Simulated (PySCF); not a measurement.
NMR data simulated for an unnamed compound:

1H NMR (300 MHz, computed): δ 6.84 (br s, 1H), 5.40 (q, 1H), 2.38 (s, 1H), 0.69 (d, 3H).

13C{1H} NMR (computed): δ 183.0 (C), 157.8 (C), 83.7 (CH), 79.5 (C), -3.2 (CH3).

How the numbers were obtained: coordinates at the GFN2-xTB level, GIAO PBE0/pcSseg-1 shieldings, in PySCF (isolated molecule, a single conformation, rapidly exchanging positions averaged, relativity neglected).

References, each an isolated molecule treated in the same way: 1H and 13C against TMS.

Which of these does the molecule contain: an OH group, a CH3CH2 unit, a carboxylic acid, a methoxy group, a Si–CH3 group, a three-membered ring?

Results:


- An OH group: yes (δH 6.84 (br s)).
- A CH3CH2 unit: no.
- A carboxylic acid: yes (δC 183.0; δH 6.84 (br s)).
- A methoxy group: no.
- A Si–CH3 group: yes (δC -3.2; δH 0.69 (d)).
- A three-membered ring: no.

The data belong to `C#CC(=O)O[Si@H](C)C(=O)O`, C5H6O4Si; they needn't prove each group on their own.

Carbon signals by region: 1 in the far downfield region (above 160 ppm), 1 in the sp2 and nitrile region (100–160 ppm), 2 at 50–100 ppm, 1 below 50 ppm. Above 160 ppm: 183.0, carbonyl carbon.

The OH or NH signal is concentration- and solvent-dependent in practice; the value given is the gas-phase one. Shifts are as computed. Against solution values, carbons near 30 ppm lie about +3 ppm off and those near 130 ppm about +5 ppm. Of 1309 compounds with measured shifts, 239 miss one by over three times the rms of a fit or turn the order of signals round; such compounds aren't used in these exercises. The C=O carbon of an acid or of an amide with N–H lies up to 10 ppm further downfield in solution, through hydrogen bonding that the calculation lacks. No couplings were computed; multiplicities are counted from neighbouring protons, with m where these are inequivalent, close in shift, in a saturated or five-membered ring or joined by F or P, and br s for small geminal =CH2 splittings.
